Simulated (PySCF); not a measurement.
Potential energy curve for SMILES F[SiH3] (H3FSi). The Si1–H5 bond (Si1 also carries F, H, H; H5 carries nothing else) is stretched with both fragments frozen at the PBE0/def2-TZVP optimised geometry.

Computed with: UKS-LDA (SVWN5) = unrestricted LDA (SVWN5)/6-31G (PySCF); RKS-CAM-B3LYP = restricted CAM-B3LYP/6-31G run with PySCF; UKS-PBE = unrestricted PBE/6-31G (PySCF 2.14.0).

Magnitude of the dipole moment (D; its direction can reverse along the curve, and a method can change to another solution) and Mulliken charge of the fragment that holds Si1:

| R / Å | μ UKS-LDA (SVWN5) | q UKS-LDA (SVWN5) | μ RKS-CAM-B3LYP | q RKS-CAM-B3LYP | μ UKS-PBE | q UKS-PBE |
|---|---|---|---|---|---|---|
| 1.20 | 2.08 | 0.02 | 2.24 | 0.09 | 2.02 | 0.05 |
| 1.26 | 2.05 | 0.04 | 2.21 | 0.10 | 1.98 | 0.06 |
| 1.32 | 2.02 | 0.05 | 2.18 | 0.11 | 1.95 | 0.08 |
| 1.40 | 1.97 | 0.07 | 2.14 | 0.12 | 1.90 | 0.09 |
| 1.42 | 1.96 | 0.07 | 2.12 | 0.13 | 1.89 | 0.09 |
| 1.48 | 1.93 | 0.08 | 2.09 | 0.13 | 1.85 | 0.10 |
| 1.52 | 1.91 | 0.08 | 2.07 | 0.13 | 1.83 | 0.10 |
| 1.57 | 1.89 | 0.08 | 2.05 | 0.14 | 1.80 | 0.11 |
| 1.65 | 1.85 | 0.09 | 2.01 | 0.14 | 1.77 | 0.11 |
| 1.72 | 1.83 | 0.08 | 1.99 | 0.14 | 1.75 | 0.11 |
| 1.83 | 1.81 | 0.08 | 1.97 | 0.13 | 1.73 | 0.11 |
| 2.02 | 1.80 | 0.08 | 1.98 | 0.12 | 1.75 | 0.10 |
| 2.22 | 1.84 | 0.07 | 2.03 | 0.11 | 1.81 | 0.09 |
| 2.47 | 1.91 | 0.07 | 2.13 | 0.10 | 1.91 | 0.09 |
| 2.66 | 1.98 | 0.07 | 2.22 | 0.10 | 2.00 | 0.09 |
| 2.94 | 1.96 | 0.06 | 2.35 | 0.10 | 1.79 | 0.06 |
| 3.29 | 1.77 | 0.03 | 2.50 | 0.10 | 1.62 | 0.01 |
| 3.67 | 1.69 | 0.02 | 2.64 | 0.11 | 1.66 | -0.01 |
| 4.02 | 1.69 | 0.01 | 2.73 | 0.11 | 1.67 | -0.01 |
| 4.48 | 1.70 | 0.00 | 2.84 | 0.11 | 1.67 | 0.00 |
| 5.20 | 1.71 | 0.00 | 3.02 | 0.11 | 1.66 | 0.00 |

The unrestricted determinant behind UKS-LDA (SVWN5), UKS-PBE is spin-contaminated at 2.94 to 5.20 Å (<S²> up to 1.0, against 0.00 for a pure singlet). At the longest distance RKS-CAM-B3LYP leaves fractional charges on the fragments, a sign of delocalisation error or of the restricted form. The restricted form behind RKS-CAM-B3LYP keeps the bonding electrons paired and can't separate into open-shell fragments.
